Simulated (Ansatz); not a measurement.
C2H5Ga, SMILES `[CH2]1[CH2][GaH]1`, relaxed with RKS PBE0-D4/def2-TZVP in the Gaussian-basis code of Ansatz from a PBE-D4/def2-SVP geometry. The force threshold is 0.005 eV/Å; the program also tests the step.

Total charge 0; spin multiplicity 1.

Start:

```xyz
8

C    -0.748    0.074    0.502
C     0.513   -0.742    0.053
Ga    0.352    1.001   -0.830
H    -0.759    0.430    1.549
H    -1.733   -0.339    0.216
H     0.324   -1.667   -0.522
H     1.295   -0.908    0.818
H     0.755    2.151   -1.785
```

```json
{"step": "1", "energy (eV)": "-54522.6666", "largest force (eV/Å)": "0.575", "largest move (Å)": "0.000"}
{"step": "2", "energy (eV)": "-54522.6953", "largest force (eV/Å)": "0.178", "largest move (Å)": "0.022"}
{"step": "3", "energy (eV)": "-54522.6985", "largest force (eV/Å)": "0.023", "largest move (Å)": "0.015"}
{"step": "4", "energy (eV)": "-54522.6986", "largest force (eV/Å)": "0.004", "largest move (Å)": "0.003"}
```

End:

```xyz
8

C    -0.743    0.078    0.496
C     0.512   -0.735    0.049
Ga    0.349    0.991   -0.822
H    -0.748    0.418    1.529
H    -1.707   -0.339    0.217
H     0.316   -1.647   -0.509
H     1.273   -0.896    0.809
H     0.749    2.131   -1.768
```

Hardware: 2 threads of an AMD EPYC 9B14 on a shared host. Wall time 9.5 s, peak host memory 0.31 GiB.
